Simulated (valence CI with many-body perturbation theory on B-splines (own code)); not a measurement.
## Tl⁸⁺: calculated level list

Level of theory: configuration interaction combined with many-body perturbation theory (CI+MBPT): five valence electrons over a frozen Dirac-Fock core [Xe] 4f14, a basis of 7 s, 7 p, 8 d, 6 f, 4 g, 1 h functions for each j, with the one-electron correlation potential Σ1, the two-electron term Σ2, the three-electron term Σ3, Breit, model QED; selected CI, second order for the rest, scaled by the run's own slope (own B-spline code, finite nucleus).

No measured levels were compared; by estimate terms of the open shell hold to 2 to 4 % of their energy, and close levels can change places; different configurations can be misplaced against each other by 1,000 to 8,000 cm⁻¹. Core correlation moves these levels by up to 16000 cm⁻¹, and in measured spectra 5 to 20 % of such shifts remained as error; rates that hang on mixing are uncertain with them. Among the levels kept, up to 1000 cm⁻¹ of a level comes from second order outside the variational space, and about a tenth of that is noise between levels of different J, which matters for small intervals. Only levels of the ground parity were solved; by the run's estimate the other parity begins above the list, which can be wrong where configurations are misplaced.

Levels 1 to 45 of 49, with energies above the lowest level, (5d3/2^4 5d5/2) J=5/2 [a]. "Leading %" is the weight of the configuration and term that name the level; weights of strongly mixed levels are sums over their largest components and can fall short. In the jj column 3d3/2^4 stands for four electrons in 3d with j = 3/2. Lifetimes count E1, E2, E3, M1 and M2 decay at the calculated energies, and are blank where another channel may lead or the interval is too uncertain; long ones can be off by a factor of two.

```tsv
No.	Configuration	Term	J	E (cm⁻¹)	Leading %	Leading jj	g	Lifetime
1	5d5	6S	5/2	0.0	63	5d3/2^4 5d5/2 (43 %)	1.804	
2	5d5	4G	5/2	19581	25	5d3/2^4 5d5/2 (49 %)	1.099	7.17 ms
3	5d5	4G	7/2	30853	50	5d3/2^3 5d5/2^2 (92 %)	1.128	15.6 ms
4	5d5	4D	3/2	32146	46	5d3/2^3 5d5/2^2 (91 %)	1.298	3.37 ms
5	5d5	4G	11/2	33342	59	5d3/2^3 5d5/2^2 (86 %)	1.178	
6	5d5	4D	5/2	35857	35	5d3/2^3 5d5/2^2 (57 %)	1.105	6.11 ms
7	5d5	4G	9/2	35859	65	5d3/2^3 5d5/2^2 (72 %)	1.163	331 ms
8	5d5	4P	1/2	38811	56	5d3/2^3 5d5/2^2 (66 %)	1.747	80.6 ms
9	5d5	4D	7/2	44732	32	5d3/2^3 5d5/2^2 (57 %)	1.195	17.0 ms
10	5d5	2D	5/2	47159	37	5d3/2^3 5d5/2^2 (48 %)	1.232	2.70 ms
11	5d5	4D	7/2	51635	30	5d3/2^2 5d5/2^3 (62 %)	1.171	8.08 ms
12	5d5	2I	11/2	52496	62	5d3/2^2 5d5/2^3 (88 %)	1.040	7.89 ms
13	5d5	2D	3/2	54175	49	5d3/2^3 5d5/2^2 (47 %)	0.893	10.4 ms
14	5d5	4D	1/2	54547	68	5d3/2^2 5d5/2^3 (88 %)	0.790	4.67 ms
15	5d5	2G	9/2	55638	47	5d3/2^2 5d5/2^3 (73 %)	1.151	8.44 ms
16	5d5	4P	3/2	57702	48	5d3/2^2 5d5/2^3 (86 %)	1.118	1.72 ms
17	5d5	2I	13/2	58446	99	5d3/2^2 5d5/2^3 (99 %)	1.076	36.8 ms
18	5d5	2F	5/2	60503	39	5d3/2^2 5d5/2^3 (79 %)	1.009	3.08 ms
19	5d5	2H	9/2	67396	51	5d3/2^2 5d5/2^3 (98 %)	1.110	2.31 ms
20	5d5	2G	7/2	68958	59	5d3/2^2 5d5/2^3 (95 %)	0.999	10.2 ms
21	5d5	4F	5/2	69681	49	5d3/2^2 5d5/2^3 (81 %)	1.041	2.35 ms
22	5d5	2D	3/2	74373	74	5d3/2^2 5d5/2^3 (48 %)	0.781	5.30 ms
23	5d5	2F	5/2	75376	34	5d3/2 5d5/2^4 (68 %)	1.188	1.13 ms
24	5d5	2F	7/2	76729	55	5d3/2^2 5d5/2^3 (72 %)	1.073	3.24 ms
25	5d5	2S	1/2	77678	64	5d3/2^2 5d5/2^3 (47 %)	1.905	2.40 ms
26	5d5	4F	7/2	83423	39	5d3/2 5d5/2^4 (90 %)	1.194	1.59 ms
27	5d5	2G	9/2	83514	52	5d3/2^2 5d5/2^3 (59 %)	1.099	4.51 ms
28	5d5	2H	11/2	86537	65	5d3/2 5d5/2^4 (95 %)	1.068	1.61 ms
29	5d5	2D	3/2	89706	66	5d3/2 5d5/2^4 (68 %)	0.859	1.18 ms
30	5d5	2D	5/2	95671	67	5d3/2 5d5/2^4 (78 %)	1.126	1.36 ms
31	5d5	2G	9/2	98062	87	5d3/2 5d5/2^4 (55 %)	1.111	2.42 ms
32	5d5	2D	5/2	100420	51	5d5/2^5 (46 %)	1.096	1.72 ms
33	5d5	2G	7/2	103490	75	5d3/2 5d5/2^4 (79 %)	0.952	2.04 ms
34	5d5	2P	3/2	105280	80	5d3/2^2 5d5/2^3 (83 %)	1.229	3.07 ms
35	5d5	2P	1/2	116440	80	5d3/2 5d5/2^4 (64 %)	0.891	1.64 ms
36	5d5	2D	5/2	127850	82	5d3/2^2 5d5/2^3 (45 %)	1.183	743 μs
37	5d5	2D	3/2	130920	78	5d3/2 5d5/2^4 (82 %)	0.883	1.00 ms
38	5d4 6s	6D	1/2	227420	51	5d3/2^4 6s (74 %)	2.813	15.6 μs
39	5d4 6s	6D	3/2	239060	77	5d3/2^3 5d5/2 6s (82 %)	1.812	18.0 μs
40	5d4 6s	6D	5/2	247190	82	5d3/2^2 5d5/2^2 6s (48 %)	1.597	17.4 μs
41	5d4 6s	4D	1/2	251140	47	5d3/2^3 5d5/2 6s (72 %)	0.908	5.98 μs
42	5d4 6s	6D	7/2	252380	70	5d3/2^3 5d5/2 6s (47 %)	1.480	15.6 μs
43	5d4 6s	6D	9/2	254800	46	5d3/2^3 5d5/2 6s (65 %)	1.381	12.7 μs
44	5d4 6s	4D	3/2	261460	62	5d3/2^3 5d5/2 6s (72 %)	1.126	6.15 μs
45	5d4 6s	4H	7/2	262440	39	5d3/2^3 5d5/2 6s (85 %)	0.934	9.26 μs
```

The ionisation energy to 5d4 5D_0 of the next ion comes out as 136.45 eV (NIST: 135 ± 2.2 eV (theoretical)). All 49 levels together are meant to be complete up to 276810 cm⁻¹.
